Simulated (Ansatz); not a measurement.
Cl₄F₂W, SMILES `[F][W]([F])([Cl])([Cl])([Cl])[Cl]` at its PBE0-D4/def2-TZVP geometry, where that method's forces vanish. Total charge 0; spin multiplicity 1. W takes the def2 core potential.

```csv
atom,x (Å),y (Å),z (Å)
F1,0.087,0.667,-1.757
W2,-0.025,0.005,-0.031
F3,-1.812,-0.346,-0.368
Cl4,0.470,-2.061,-0.860
Cl5,2.173,0.471,0.287
Cl6,-0.631,2.091,0.662
Cl7,-0.261,-0.827,2.067
```

(1) For each bond, give half the difference of the two atoms' forces along it (eV/Å; positive pushes the atoms apart) under PBE-D4, r2SCAN-D4, B3LYP-D4, ωB97M-V in def2-TZVPP. (Estimate.)

## Answers

(1) Computed: 
| bond | length (Å) | PBE-D4 | r2SCAN-D4 | B3LYP-D4 | ωB97M-V |
| --- | --- | --- | --- | --- | --- |
| F1–W2 | 1.852 | 0.52 | 0.15 | 0.25 | -0.17 |
| W2–F3 | 1.852 | 0.52 | 0.15 | 0.25 | -0.17 |
| W2–Cl4 | 2.280 | 0.26 | 0.14 | 0.23 | 0.00 |
| W2–Cl5 | 2.269 | 0.13 | 0.15 | 0.22 | 0.08 |
| W2–Cl6 | 2.280 | 0.26 | 0.14 | 0.23 | 0.00 |
| W2–Cl7 | 2.269 | 0.13 | 0.15 | 0.22 | 0.08 |

B3LYP here is the variant with VWN-RPA as its local correlation; programs differ in this.
